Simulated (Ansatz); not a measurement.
`N[SiH](Cl)BF` and `N[SiH](Cl)N[SiH3]` differ in one atom or group.

Ansatz, PBE0-D4/def2-TZVP geometries, multiplicity 1. Each molecule was computed in one conformer, which needn't be the lowest.

| property | `N[SiH](Cl)BF` |
| --- | --- |
| HOMO–LUMO gap (ωB97M-V/def2-TZVPP) / eV | 10.30 |
| HOMO–LUMO gap (B3LYP/def2-TZVPP) / eV | 5.68 |
| size of the dipole moment (B3LYP/def2-TZVPP) / D | 1.82 |
| HOMO energy (B3LYP/def2-TZVPP) / eV | -7.67 |
| HOMO energy (ωB97M-V/def2-TZVPP) / eV | -10.07 |
| HOMO energy (PBE0/def2-TZVPP) / eV | -7.88 |

What does the change do to each property? (An estimate is asked.)

Computed: 
| property | `N[SiH](Cl)N[SiH3]` | shift |
| --- | --- | --- |
| HOMO–LUMO gap (ωB97M-V/def2-TZVPP) / eV | 11.97 | 1.67 |
| HOMO–LUMO gap (B3LYP/def2-TZVPP) / eV | 7.67 | 1.99 |
| size of the dipole moment (B3LYP/def2-TZVPP) / D | 2.57 | 0.75 |
| HOMO energy (B3LYP/def2-TZVPP) / eV | -7.52 | 0.15 |
| HOMO energy (ωB97M-V/def2-TZVPP) / eV | -10.05 | 0.02 |
| HOMO energy (PBE0/def2-TZVPP) / eV | -7.75 | 0.13 |

With PBE0 the HOMO rises by 0.13 eV and the LUMO rises by 2.17 eV, so the gap widens by about 2.04 eV. PBE moves the HOMO by 0.13 eV and ωB97M-V by 0.02 eV. Dipoles are sizes alone; their direction can turn.

B3LYP here is the variant with VWN-RPA as its local correlation; programs differ in this.
